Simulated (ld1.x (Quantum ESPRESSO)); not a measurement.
**bismuth: variants of one RRKJ potential**

Base potential:

| Property | Result |
| --- | --- |
| Element | bismuth (Bi) |
| Generator | ld1.x (Quantum ESPRESSO) 7.5 |
| Type | norm-conserving RRKJ (Kleinman–Bylander form) |
| Functional | LDA (PZ) |
| Relativity | scalar-relativistic |
| Frozen core | [Xe] 4f14 5d10 |
| Valence charge | 5 |
| Reference configuration | 6s2 6p3 |
| Partial waves | 6s (bound): rc 1.95 bohr; 6p (bound): rc 1.90 bohr |
| Local potential | all-electron potential smoothed inside 1.70 bohr (lloc = -2) |
| Core correction | none |
| rho0 | 0.001 |

All-electron outer shells of the reference configuration (LDA (PZ), scalar-relativistic, ld1.x):

| shell | level (eV) | outermost node (bohr) | outermost maximum (bohr) |
| --- | --- | --- | --- |
| 5p | -95.96 | 0.48 | 0.86 |
| 5d | -27.18 | 0.51 | 1.03 |
| 6s | -14.76 | 0.98 | 1.86 |
| 6p | -4.77 | 1.14 | 2.44 |

Cutoffs, loose and tight: the cutoffs (Ry, on a coarse ladder) from which the occupation-weighted sum of valence levels, in a spherical-Bessel basis at the reference potential, stays within 10 and 1 mRy of its value at 400 Ry. They do not see the model core or the augmentation charge, which bear on the density cutoff. Test errors are all-electron minus pseudo excitation energies from the reference, over the configurations 6s2 6p2; 6s2 6p1; 6s2 6p0; 6s1 6p4; 6s1 6p0; 6s2 6p3.3; 6s0 6p5 (two spin-polarised tests are not counted in the largest error). A dash means not determined; rows that change the core or the reference have their own tests.

A true bound ghost makes a file unfit for plane-wave use even where its test errors are small: the radial tests pick states by their node count and pass the ghost by.

| change | outcome | cutoff, loose | cutoff, tight | bound ghosts | largest test error (meV) |
| --- | --- | --- | --- | --- | --- |
| base | generated | 35 Ry | 45 Ry | d | +455 |
| functional PBE | generated | 35 Ry | 45 Ry | d | +283 |
| type TM; local potential the s channel; rho0 0 | generated | 30 Ry | 55 Ry | none | +412 |
| wave 6s (bound): rc 1.95 bohr becomes 6s (bound): rc 2.92 bohr | generated | 30 Ry | 35 Ry | d | +511 |
| local potential the s channel | generated | 30 Ry | 50 Ry | none | +416 |

**Question.** What comes out with this change to the base: wave 6p (bound): rc 1.90 bohr becomes 6p (bound): rc 1.80 bohr?

**Answer.** outcome: generated; cutoff, loose: 40 Ry; cutoff, tight: 50 Ry; bound ghosts: d; largest test error (meV): +438.
